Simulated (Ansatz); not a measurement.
Ideal-gas functions of C2F3O2−, SMILES `O=C([O-])C(F)(F)F` at 400 K and 1 bar, from an Ansatz frequency run at PBE0-D4/def2-TZVPD.

Molar mass 113.01 g/mol, point group Cs (symmetry number 1), electronic degeneracy 1, moments of inertia 129.195, 200.175, 240.68 u Å². Harmonic wavenumbers (cm⁻¹, unscaled): 18, 244, 258, 375, 426, 521, 586, 723, 809, 813, 1121, 1157, 1215, 1401, 1787.

Use S(trans) = R[1.5 ln M + 2.5 ln T − 1.1517]; rotational temperatures θ = 24.2544 K / I; S(rot) = R[ln(√π/σ · √(T³/θAθBθC)) + 1.5]; for each mode x = 1.438777 ν̃/T, S = R[x/(eˣ − 1) − ln(1 − e⁻ˣ)] and H = RT x/(eˣ − 1); 1 cm⁻¹ = 0.0119627 kJ/mol; R = 8.31446 J/(mol·K).

**Question.** By hand: the entropy, in J/(mol·K).

**Answer.** Translation 173.9. Rotation: θ = 0.1877, 0.1212, 0.1008 K, giving 117.2. Vibration, mode by mode: 31.08, 9.66, 9.23, 6.43, 5.53, 4.21, 3.50, 2.38, 1.86, 1.84, 0.75, 0.68, 0.57, 0.33, 0.10, in all 78.1. Electronic 0.0. Sum 369.2 J/(mol·K).

**Question.** By hand: H − E and G − E in kJ/mol, counted from the electronic energy.

**Answer.** Zero-point energy ½ × 11454 × 0.0119627 = 68.5; thermal vibration 15.0; translation, rotation and pV give 4 RT = 13.3. H − E = 96.8 kJ/mol, and G − E = 96.8 − 400 × 369.2/1000 = -50.9 kJ/mol.

Vibration gives 21 % of the entropy, 31.1 J/(mol·K) of it from the mode under 150 cm⁻¹: soft modes count most, and the harmonic formula is weakest for them.
